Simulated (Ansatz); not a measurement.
`[OH][Y]([F])[F]` + HCl → `[OH][Y]([F])[Cl]` + H–F at 400 K and 1 bar (ligand exchange at a Y–F bond).

Computed with Ansatz on PBE0-D4/def2-TZVP structures; ΔE is electronic, products minus reactants. CCSD(T)/CBS adds triple-zeta CCSD(T) − MP2 to the extrapolated MP2 energy (def2 sets, frozen cores). This one scheme is used for every species. def2 core potentials past Kr. For Y outer-core shells are correlated without core-valence functions, which leaves a few kJ/mol of doubt a bond. One conformer a species, not always the lowest.

| species | CCSD(T)/CBS energy (Eh) | H − E (kJ/mol) | S (J/(mol·K)) |
| --- | --- | --- | --- |
| `[OH][Y]([F])[F]` | -313.85352 | 68.5 | 361.9 |
| HCl | -460.38127 | 29.6 | 195.4 |
| `[OH][Y]([F])[Cl]` | -673.84260 | 67.8 | 379.1 |
| H–F | -100.39570 | 36.5 | 182.2 |

H − E and S are ideal-gas, rigid-rotor, harmonic terms from PBE0-D4/def2-TZVP, for one conformer and one mirror image of each species. 1 Eh = 2625.50 kJ/mol, R = 8.31446 J/(mol·K).

Q: By hand: ΔE, ΔH, ΔS and ΔG.

A: ΔE = (-673.84260) + (-100.39570) − (-313.85352) − (-460.38127) = -0.00351 Eh = -9.2 kJ/mol. Δ(H − E) = 67.8 + 36.5 − 68.5 − 29.6 = 6.2, so ΔH = -3.0 kJ/mol. ΔS = 379.1 + 182.2 − 361.9 − 195.4 = 4.0 J/(mol·K). ΔG = -3.0 − 400 × (4.0)/1000 = -4.6 kJ/mol.

Q: By hand: the equilibrium constant, and the temperature at which ΔG would vanish if ΔH and ΔS stayed fixed.

A: log₁₀ K = −ΔG/(RT ln 10) = 0.6. ΔH and −TΔS have one sign here, so there is no such temperature.

TΔS isn't small against ΔH here. The sign of ΔG lies within the doubt. A doubt of 5 kJ/mol in ΔE shifts log₁₀ K by 0.7 here. Other conformers and mirror images would add mixing entropy, several J/(mol·K) or more a flexible species. Modes under 60 cm⁻¹, often nearly free rotors, make the harmonic entropy too high. These are equilibria of isolated gas molecules and say nothing of rates. Largest T1 diagnostic: 0.015 (customary marks: 0.02 for closed shells, 0.045 for open ones).

ΔS is within the doubt of such terms, so its sign, and with it that verdict, could turn.
